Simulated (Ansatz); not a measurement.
`CC[Si]C` + H₂ → `CC[SiH]` + CH₄ at 600 K and 1 bar (hydrogenolysis of the Si–C bond).

Program: Ansatz. Geometries: PBE0-D4/def2-TZVP. ΔE: electronic, gas phase. CCSD(T)/CBS adds triple-zeta CCSD(T) − MP2 to the extrapolated MP2 energy (def2 sets, frozen cores). This one scheme is used for every species. One conformer a species, not always the lowest.

```tsv
species	CCSD(T)/CBS energy (Eh)	H − E (kJ/mol)	S (J/(mol·K))
`CC[Si]C`	-408.00123	322.8	425.5
H₂	-1.17544	43.9	150.8
`CC[SiH]`	-368.72354	231.4	358.5
CH₄	-40.46206	140.4	215.7
```

H − E and S are ideal-gas, rigid-rotor, harmonic terms from PBE0-D4/def2-TZVP, for one conformer and one mirror image of each species. The MP2-based limit puts H₂ 0.8 mEh under its directly extrapolated value; such offsets cancel only in part. 1 Eh = 2625.50 kJ/mol, R = 8.31446 J/(mol·K).

Task: By hand: ΔE, ΔH, ΔS and ΔG.

Result: ΔE = (-368.72354) + (-40.46206) − (-408.00123) − (-1.17544) = -0.00893 Eh = -23.4 kJ/mol. Δ(H − E) = 231.4 + 140.4 − 322.8 − 43.9 = 5.1, so ΔH = -18.3 kJ/mol. ΔS = 358.5 + 215.7 − 425.5 − 150.8 = -2.1 J/(mol·K). ΔG = -18.3 − 600 × (-2.1)/1000 = -17.0 kJ/mol.

Task: By hand: the equilibrium constant, and the temperature at which ΔG would vanish if ΔH and ΔS stayed fixed.

Result: log₁₀ K = −ΔG/(RT ln 10) = 1.5. ΔG = 0 at ΔH/ΔS = 8714 K, far beyond where these terms or the molecules hold.

The number of gas molecules stays the same, so ΔS is small and ΔH decides. A doubt of 5 kJ/mol in ΔE shifts log₁₀ K by 0.4 here. Other conformers and mirror images would add mixing entropy, several J/(mol·K) or more a flexible species. These are equilibria of isolated gas molecules and say nothing of rates. Largest T1 diagnostic: 0.012 (customary marks: 0.02 for closed shells, 0.045 for open ones).
